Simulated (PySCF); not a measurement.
PySCF input (MN15/def2-TZVPD):

```python
from pyscf import gto, scf, dft

mol = gto.M(
    atom='''
    Si   -1.58994542    0.17812781   -0.03070299
    Ge    0.64894443   -0.03240287    0.01452424
    H    -1.76202340   -1.34954123   -0.11051380
    H     1.60346683   -1.27846952   -0.02336670
    H     1.65157078    1.17111330    0.09894678
    ''',
    basis='def2-tzvpd',
    charge=-1,
    spin=0,
    verbose=4,
)

mf = dft.RKS(mol, xc='mn15').density_fit(auxbasis='def2-universal-jkfit')
mf.grids.level = 4
mf.conv_tol = 1e-9
mf.max_cycle = 100
mf.max_memory = 1500
mf.kernel()
if not mf.converged:
    mf = mf.newton()
    mf.kernel(mf.make_rdm1())
mf.analyze()
```

End of the output:

```
Extra cycle  E= -2368.49002735701  delta_E= -7.28e-12  |g|= 3.13e-06  |ddm|= 2.87e-05
converged SCF energy = -2368.49002735701
**** SCF Summaries ****
Total Energy =                       -2368.490027357009694
Nuclear Repulsion Energy =             142.743047194325641
One-electron Energy =                -3591.084582791890625
Two-electron Energy =                 1079.851508240555177
Two-electron Coulomb Energy =         1181.140002009680757
DFT Exchange-Correlation Energy =     -101.288493769125665
HOMO-LUMO gap [eV] =                     4.540565703603502
**** MO energy ****
MO #1   energy= -395.994907855022  occ= 2
MO #2   energy= -65.0458097911793  occ= 2
MO #3   energy= -48.527040292943   occ= 2
MO #4   energy= -43.7900811364917  occ= 2
MO #5   energy= -43.7900737910931  occ= 2
MO #6   energy= -43.789358953574   occ= 2
MO #7   energy= -5.7302847451267   occ= 2
MO #8   energy= -4.94070197109861  occ= 2
MO #9   energy= -4.12898472310785  occ= 2
MO #10  energy= -4.12693610761454  occ= 2
MO #11  energy= -4.12354792885436  occ= 2
MO #12  energy= -3.46439816188058  occ= 2
MO #13  energy= -3.46211960413341  occ= 2
MO #14  energy= -3.45897525225939  occ= 2
MO #15  energy= -1.07740252959289  occ= 2
MO #16  energy= -1.07648770251583  occ= 2
MO #17  energy= -1.07502293637983  occ= 2
MO #18  energy= -1.07389453462442  occ= 2
MO #19  energy= -1.07358239910404  occ= 2
MO #20  energy= -0.390380182072326 occ= 2
MO #21  energy= -0.292698253290871 occ= 2
MO #22  energy= -0.191359682629104 occ= 2
MO #23  energy= -0.135867597971927 occ= 2
MO #24  energy= -0.0677878525102376 occ= 2
MO #25  energy= -0.0313355512945286 occ= 2
MO #26  energy= 0.135527161992705  occ= 0
MO #27  energy= 0.171575471502406  occ= 0
MO #28  energy= 0.182869741403071  occ= 0
MO #29  energy= 0.21050894204229   occ= 0
MO #30  energy= 0.229814496183856  occ= 0
MO #31  energy= 0.237590968041892  occ= 0
MO #32  energy= 0.241733382159074  occ= 0
MO #33  energy= 0.255250021375038  occ= 0
MO #34  energy= 0.262599018680298  occ= 0
MO #35  energy= 0.269481807685181  occ= 0
MO #36  energy= 0.281682601763929  occ= 0
MO #37  energy= 0.282673268115006  occ= 0
MO #38  energy= 0.300058783484047  occ= 0
MO #39  energy= 0.30638766291437   occ= 0
MO #40  energy= 0.334474209594816  occ= 0
MO #41  energy= 0.355459627194014  occ= 0
MO #42  energy= 0.378661833901822  occ= 0
MO #43  energy= 0.381310403507906  occ= 0
MO #44  energy= 0.394610234768962  occ= 0
MO #45  energy= 0.429604296598511  occ= 0
MO #46  energy= 0.430241605968762  occ= 0
MO #47  energy= 0.431679735348792  occ= 0
MO #48  energy= 0.460497502814782  occ= 0
MO #49  energy= 0.468587739455271  occ= 0
MO #50  energy= 0.468615006159495  occ= 0
MO #51  energy= 0.474679301665025  occ= 0
MO #52  energy= 0.500915806435037  occ= 0
MO #53  energy= 0.511617764360207  occ= 0
MO #54  energy= 0.517502974630402  occ= 0
MO #55  energy= 0.531085356582976  occ= 0
MO #56  energy= 0.544167615834031  occ= 0
MO #57  energy= 0.572462025606054  occ= 0
MO #58  energy= 0.593781781304383  occ= 0
MO #59  energy= 0.600247394201199  occ= 0
MO #60  energy= 0.636410175852475  occ= 0
MO #61  energy= 0.650915002274036  occ= 0
MO #62  energy= 0.661213707809573  occ= 0
MO #63  energy= 0.668905244125365  occ= 0
MO #64  energy= 0.687421371638312  occ= 0
MO #65  energy= 0.701285244250595  occ= 0
MO #66  energy= 0.72199931563588   occ= 0
MO #67  energy= 0.748024257003346  occ= 0
MO #68  energy= 0.783534024915433  occ= 0
MO #69  energy= 0.798088235134683  occ= 0
MO #70  energy= 0.878108835565701  occ= 0
MO #71  energy= 0.919145717648711  occ= 0
MO #72  energy= 0.94407239884244   occ= 0
MO #73  energy= 1.11581498578201   occ= 0
MO #74  energy= 1.14441568839538   occ= 0
MO #75  energy= 1.15434785076589   occ= 0
MO #76  energy= 1.16240488618508   occ= 0
MO #77  energy= 1.20635157629569   occ= 0
MO #78  energy= 1.22389106232988   occ= 0
MO #79  energy= 1.2328495804514    occ= 0
MO #80  energy= 1.25290115364233   occ= 0
MO #81  energy= 1.27021929703979   occ= 0
MO #82  energy= 1.28529281633872   occ= 0
MO #83  energy= 1.2926298534983    occ= 0
MO #84  energy= 1.29682209266694   occ= 0
MO #85  energy= 1.32946436379002   occ= 0
MO #86  energy= 1.35156223751271   occ= 0
MO #87  energy= 1.3565560532068    occ= 0
MO #88  energy= 1.36871539750805   occ= 0
MO #89  energy= 1.38728152586476   occ= 0
MO #90  energy= 1.40260106380708   occ= 0
MO #91  energy= 1.4294029155378    occ= 0
MO #92  energy= 1.46650525556471   occ= 0
MO #93  energy= 1.50419219482969   occ= 0
MO #94  energy= 1.54222583019243   occ= 0
MO #95  energy= 1.63716763163383   occ= 0
MO #96  energy= 1.69765703649014   occ= 0
MO #97  energy= 1.74015297280689   occ= 0
MO #98  energy= 1.74666066659458   occ= 0
MO #99  energy= 1.90535114790944   occ= 0
MO #100 energy= 1.97751403982402   occ= 0
MO #101 energy= 2.05364048747297   occ= 0
MO #102 energy= 2.05648430783113   occ= 0
MO #103 energy= 2.09609340377264   occ= 0
MO #104 energy= 2.10316477657252   occ= 0
MO #105 energy= 2.25507803548444   occ= 0
MO #106 energy= 2.53040540197138   occ= 0
MO #107 energy= 2.58867385304855   occ= 0
[...]
```

It need not be the lowest isomer of its formula. Whether it binds its extra electron was not tested at this geometry.
